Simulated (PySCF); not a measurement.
C₄H₆Ge, SMILES C#C[C]([GeH3])=C. Atoms are numbered in the order given.

```xyz
11

C     -1.0503     2.6999     0.0000
C     -0.2615     1.7754     0.0000
C      0.5961     0.6402     0.0000
C      1.9377     0.7408     0.0000
Ge    -0.2841    -1.1108     0.0000
H     -1.7351     3.5274     0.0000
H      2.4371     1.7150     0.0000
H      2.5739    -0.1486     0.0000
H     -1.1652    -1.2465     1.2531
H     -1.1652    -1.2465    -1.2531
H      0.8125    -2.1909     0.0000
```

Geometry: PBE0-D3(BJ)/def2-SVP. This is a generated structure with no PubChem entry under its InChIKey; it may be hypothetical.

Computed with CAM-B3LYP/def2-TZVP run with PySCF.

Symmetry labels are those of the subgroup Cs that the program uses (full group Cs).

Problem. List the valence orbital energies around the gap with their symmetry. (Estimate from the structure and the level; the computed values follow.)

Solution. 
```json
[
 {"orbital": "HOMO−7", "symmetry": "A'", "energy (eV)": "-14.78"},
 {"orbital": "HOMO−6", "symmetry": "A'", "energy (eV)": "-13.80"},
 {"orbital": "HOMO−5", "symmetry": "A\"", "energy (eV)": "-11.78"},
 {"orbital": "HOMO−4", "symmetry": "A'", "energy (eV)": "-11.31"},
 {"orbital": "HOMO−3", "symmetry": "A'", "energy (eV)": "-10.90"},
 {"orbital": "HOMO−2", "symmetry": "A\"", "energy (eV)": "-10.62"},
 {"orbital": "HOMO−1", "symmetry": "A'", "energy (eV)": "-9.09"},
 {"orbital": "HOMO", "symmetry": "A\"", "energy (eV)": "-8.46"},
 {"orbital": "LUMO", "symmetry": "A\"", "energy (eV)": "-0.08"},
 {"orbital": "LUMO+1", "symmetry": "A'", "energy (eV)": "1.52"},
 {"orbital": "LUMO+2", "symmetry": "A'", "energy (eV)": "1.93"},
 {"orbital": "LUMO+3", "symmetry": "A'", "energy (eV)": "2.38"}
]
```
